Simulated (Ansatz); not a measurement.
An input meant for In₇As₆H₂₀⁻, a cluster cut from zinc blende InAs (hydrogen-capped) (charge -1, triplet).

```yaml
crystal:
  periodic: [false, false, false]
  atoms:
    - {symbol: In, position_ang: [0.885752, -4.080906, 0.781273]}
    - {symbol: In, position_ang: [-3.080054, 3.079607, -2.363537]}
    - {symbol: In, position_ang: [0.552299, -0.551406, -2.539425]}
    - {symbol: In, position_ang: [-2.242507, -0.956270, 0.595403]}
    - {symbol: In, position_ang: [0.700717, -0.702478, 3.911407]}
    - {symbol: In, position_ang: [0.954423, 2.243772, 0.596903]}
    - {symbol: In, position_ang: [4.079737, -0.885634, 0.782247]}
    - {symbol: As, position_ang: [-3.432119, 0.575763, -1.376592]}
    - {symbol: As, position_ang: [-0.497605, -2.339218, -0.809487]}
    - {symbol: As, position_ang: [2.155034, -2.156083, 2.169392]}
    - {symbol: As, position_ang: [-0.576131, 3.432247, -1.376697]}
    - {symbol: As, position_ang: [2.338158, 0.499107, -0.807635]}
    - {symbol: As, position_ang: [-0.678828, 0.677835, 1.993340]}
    - {symbol: H, position_ang: [2.013645, -4.937565, -0.250114]}
    - {symbol: H, position_ang: [-0.316428, -4.883706, 1.774541]}
    - {symbol: H, position_ang: [-4.124938, 4.125992, -1.423500]}
    - {symbol: H, position_ang: [-3.009571, 3.009755, -4.105742]}
    - {symbol: H, position_ang: [1.335313, -1.331006, -3.895282]}
    - {symbol: H, position_ang: [-0.688572, 0.690461, -2.762321]}
    - {symbol: H, position_ang: [-3.583913, -1.654823, 1.475544]}
    - {symbol: H, position_ang: [-0.465536, -1.719742, 4.734480]}
    - {symbol: H, position_ang: [1.718021, 0.463046, 4.735473]}
    - {symbol: H, position_ang: [1.652811, 3.585539, 1.476619]}
    - {symbol: H, position_ang: [4.936691, -2.011539, -0.251090]}
    - {symbol: H, position_ang: [4.882956, 0.316303, 1.775539]}
    - {symbol: H, position_ang: [-3.487804, -0.334784, -2.602699]}
    - {symbol: H, position_ang: [-4.937331, 0.496426, -1.081745]}
    - {symbol: H, position_ang: [-1.461517, -3.176559, -1.660718]}
    - {symbol: H, position_ang: [2.997579, -2.996660, 3.139166]}
    - {symbol: H, position_ang: [0.334545, 3.485802, -2.602825]}
    - {symbol: H, position_ang: [-0.495553, 4.937739, -1.083572]}
    - {symbol: H, position_ang: [3.177299, 1.462750, -1.657384]}
    - {symbol: H, position_ang: [-1.636574, 1.636204, 2.709048]}
basis:
  gaussian: {orbitals: def2-SVP, fitting: {mean_field: def2-universal-jkfit}}
total_charge: -1
magnetization: {spin_polarized: true, initial_magnetization: 2}
hamiltonian: {xc: {name: B2PLYP}, dispersion: d4}
scf: {lower_state_search: full}
```

```sh
$ ansatz run in.yaml --threads 2 --pin off --events-out ev --progress --plain --max-ram 22528MiB --backend cuda --devices 0, --max-vram 18GiB
```

Output, abridged:

```
Error: invalid value for `hamiltonian.dispersion`: no damping is tabulated for this functional; type it, or the functional that lends it
```

(1) What is wrong with this run?

Results:

(1) The program holds no damping parameters for this pairing of functional and dispersion term, so they'd have to be typed. The program refused the input.
